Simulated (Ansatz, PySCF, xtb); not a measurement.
Gas-phase reaction R1 + R2 → P1, each structure at its B3LYP-D3(BJ)/def2-TZVP stationary point, reached from a drawn start (curvature not checked).
R1: H2 (SMILES [H][H]), charge 0, multiplicity 1.
P1, C2H6 (SMILES CC) (charge 0, multiplicity 1, Z-matrix in Å and degrees):
```
C
H 1 1.0919
H 1 1.0919 2 107.56
H 1 1.0919 2 107.56 3 115.59
C 1 1.5262 2 111.32 4 122.20
H 5 1.0919 1 111.32 2 180.00
H 5 1.0919 6 107.56 1 -122.20
H 5 1.0919 6 107.56 7 -115.59
```
R2, C2H4 (SMILES C=C) (charge 0, multiplicity 1):
```tsv
atom	x (Å)	y (Å)	z (Å)
C	-0.6611	-0.0392	-0.0047
C	0.6611	0.0392	0.0047
H	-1.2848	0.8354	0.1353
H	-1.1749	-0.9815	-0.1527
H	1.2848	-0.8354	-0.1353
H	1.1749	0.9815	0.1527
```

```json
[
 {"level": "GFN1-xTB", "reaction energy (kcal/mol)": "-57.44", "minus CCSD(T)/cc-pVQZ": "-17.72"},
 {"level": "HF/cc-pVDZ", "reaction energy (kcal/mol)": "-41.45", "minus CCSD(T)/cc-pVQZ": "-1.74"},
 {"level": "HF/cc-pVTZ", "reaction energy (kcal/mol)": "-39.42", "minus CCSD(T)/cc-pVQZ": "0.29"},
 {"level": "HF/cc-pVQZ", "reaction energy (kcal/mol)": "-39.08", "minus CCSD(T)/cc-pVQZ": "0.63"},
 {"level": "SVWN5/def2-TZVPP", "reaction energy (kcal/mol)": "-48.68", "minus CCSD(T)/cc-pVQZ": "-8.97"},
 {"level": "PBE/def2-TZVPP", "reaction energy (kcal/mol)": "-40.80", "minus CCSD(T)/cc-pVQZ": "-1.08"},
 {"level": "PBE-D3(BJ)/def2-TZVPP", "reaction energy (kcal/mol)": "-41.34", "minus CCSD(T)/cc-pVQZ": "-1.62"},
 {"level": "PBE-D4/def2-TZVPP", "reaction energy (kcal/mol)": "-41.24", "minus CCSD(T)/cc-pVQZ": "-1.53"},
 {"level": "BLYP-D3(BJ)/def2-TZVPP", "reaction energy (kcal/mol)": "-35.55", "minus CCSD(T)/cc-pVQZ": "4.16"},
 {"level": "revPBE-D3(BJ)/def2-TZVPP", "reaction energy (kcal/mol)": "-38.94", "minus CCSD(T)/cc-pVQZ": "0.77"},
 {"level": "revPBE-D4/def2-TZVPP", "reaction energy (kcal/mol)": "-39.31", "minus CCSD(T)/cc-pVQZ": "0.40"},
 {"level": "r2SCAN/def2-TZVPP", "reaction energy (kcal/mol)": "-41.70", "minus CCSD(T)/cc-pVQZ": "-1.99"},
 {"level": "r2SCAN-D3(BJ)/def2-TZVPP", "reaction energy (kcal/mol)": "-41.84", "minus CCSD(T)/cc-pVQZ": "-2.13"},
 {"level": "r2SCAN-D4/def2-TZVPP", "reaction energy (kcal/mol)": "-41.82", "minus CCSD(T)/cc-pVQZ": "-2.10"},
 {"level": "B97M-V/def2-TZVPP", "reaction energy (kcal/mol)": "-41.98", "minus CCSD(T)/cc-pVQZ": "-2.27"},
 {"level": "B3LYP-D3(BJ)/def2-TZVPP", "reaction energy (kcal/mol)": "-39.04", "minus CCSD(T)/cc-pVQZ": "0.67"},
 {"level": "B3LYP-D4/def2-TZVPP", "reaction energy (kcal/mol)": "-38.91", "minus CCSD(T)/cc-pVQZ": "0.81"},
 {"level": "PBE0/def2-TZVPP", "reaction energy (kcal/mol)": "-43.93", "minus CCSD(T)/cc-pVQZ": "-4.22"},
 {"level": "PBE0-D3(BJ)/def2-TZVPP", "reaction energy (kcal/mol)": "-44.36", "minus CCSD(T)/cc-pVQZ": "-4.65"},
 {"level": "BHLYP/def2-TZVPP", "reaction energy (kcal/mol)": "-41.64", "minus CCSD(T)/cc-pVQZ": "-1.93"},
 {"level": "BHLYP-D3(BJ)/def2-TZVPP", "reaction energy (kcal/mol)": "-42.23", "minus CCSD(T)/cc-pVQZ": "-2.51"},
 {"level": "BHLYP-D4/def2-TZVPP", "reaction energy (kcal/mol)": "-42.06", "minus CCSD(T)/cc-pVQZ": "-2.34"},
 {"level": "M06-2X/def2-TZVPP", "reaction energy (kcal/mol)": "-40.42", "minus CCSD(T)/cc-pVQZ": "-0.70"},
 {"level": "CAM-B3LYP/def2-TZVPP", "reaction energy (kcal/mol)": "-41.18", "minus CCSD(T)/cc-pVQZ": "-1.46"},
 {"level": "CAM-B3LYP-D3(BJ)/def2-TZVPP", "reaction energy (kcal/mol)": "-41.51", "minus CCSD(T)/cc-pVQZ": "-1.79"},
 {"level": "CAM-B3LYP-D4/def2-TZVPP", "reaction energy (kcal/mol)": "-41.53", "minus CCSD(T)/cc-pVQZ": "-1.81"},
 {"level": "wB97X-V/def2-TZVPP", "reaction energy (kcal/mol)": "-43.02", "minus CCSD(T)/cc-pVQZ": "-3.30"},
 {"level": "B2PLYP-D3(BJ)/def2-TZVPP", "reaction energy (kcal/mol)": "-39.66", "minus CCSD(T)/cc-pVQZ": "0.06"},
 {"level": "B2PLYP-D4/def2-TZVPP", "reaction energy (kcal/mol)": "-39.62", "minus CCSD(T)/cc-pVQZ": "0.09"},
 {"level": "MP2/cc-pVDZ", "reaction energy (kcal/mol)": "-42.33", "minus CCSD(T)/cc-pVQZ": "-2.61"},
 {"level": "MP2/cc-pVTZ", "reaction energy (kcal/mol)": "-41.44", "minus CCSD(T)/cc-pVQZ": "-1.72"},
 {"level": "MP2/cc-pVQZ", "reaction energy (kcal/mol)": "-41.18", "minus CCSD(T)/cc-pVQZ": "-1.46"},
 {"level": "SCS-MP2/cc-pVTZ", "reaction energy (kcal/mol)": "-39.99", "minus CCSD(T)/cc-pVQZ": "-0.27"},
 {"level": "SCS-MP2/cc-pVQZ", "reaction energy (kcal/mol)": "-39.72", "minus CCSD(T)/cc-pVQZ": "0.00"},
 {"level": "CCSD/cc-pVDZ", "reaction energy (kcal/mol)": "-41.39", "minus CCSD(T)/cc-pVQZ": "-1.68"},
 {"level": "CCSD/cc-pVTZ", "reaction energy (kcal/mol)": "-40.72", "minus CCSD(T)/cc-pVQZ": "-1.01"},
 {"level": "CCSD/cc-pVQZ", "reaction energy (kcal/mol)": "-40.63", "minus CCSD(T)/cc-pVQZ": "-0.91"},
 {"level": "CCSD(T)/cc-pVDZ", "reaction energy (kcal/mol)": "-40.51", "minus CCSD(T)/cc-pVQZ": "-0.79"},
 {"level": "CCSD(T)/cc-pVTZ", "reaction energy (kcal/mol)": "-39.83", "minus CCSD(T)/cc-pVQZ": "-0.12"},
 {"level": "CCSD(T)/cc-pVQZ", "reaction energy (kcal/mol)": "-39.71", "minus CCSD(T)/cc-pVQZ": "0.00"}
]
```

 The comparison column counts from a level with limits of its own.

P less R. No zero-point or thermal terms.

Cores are frozen in the correlated methods.

Run with Ansatz (Gaussian orbitals); PySCF for M06-2X and the D3/D4 terms; xtb for the GFN methods. Each number belongs to the level named beside it.

Ansatz is a program for electronic structure.
